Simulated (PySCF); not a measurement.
**From computed data to an observable: chemical shift, span and skew from a shielding tensor**

Ge(F)3(OSiH3) (F₃GeH₃OSi), SMILES [F][Ge]([F])([F])[O][SiH3]. Atoms are numbered in the order given.

```xyz
9

F      1.6596    -0.3350    -1.2425
Ge     0.6169     0.0709     0.0462
F      1.4465    -0.2669     1.4989
F      0.3172     1.7560    -0.0190
O     -0.8598    -0.8048    -0.0469
Si    -2.4876    -0.3843    -0.1839
H     -2.7053     0.3822    -1.4424
H     -2.8941     0.4426     0.9866
H     -3.2451    -1.6611    -0.2110
```

Coordinates come from a r2SCAN-D4/def2-SVP optimisation. The values are those of a single conformer.

GIAO shieldings from KT2/pcSseg-1 run with PySCF, non-relativistic, no solvent. The symmetric part of the tensor of F1 has the principal values 249.6, 256.0, 415.8 ppm. The same nucleus in CFCl3 has σ = 127.1 ppm at this level (PySCF, at its B3LYP-D3(BJ)/def2-TZVP geometry).

Question: Work out the isotropic shielding, the ¹⁹F shift against CFCl3, the span and the skew.

Answer: 
σ(iso) = (σ11 + σ22 + σ33)/3 = 307.1 ppm. δ = σ(ref) − σ(iso) = 127.1 − (307.1) = -180.0 ppm.
Span Ω = σ33 − σ11 = 166.2 ppm. Skew κ = 3(σ(iso) − σ22)/Ω = 0.92. Tumbling in solution averages the tensor to δ; in a static solid the shielding alone would spread this spin-1/2 line over Ω.
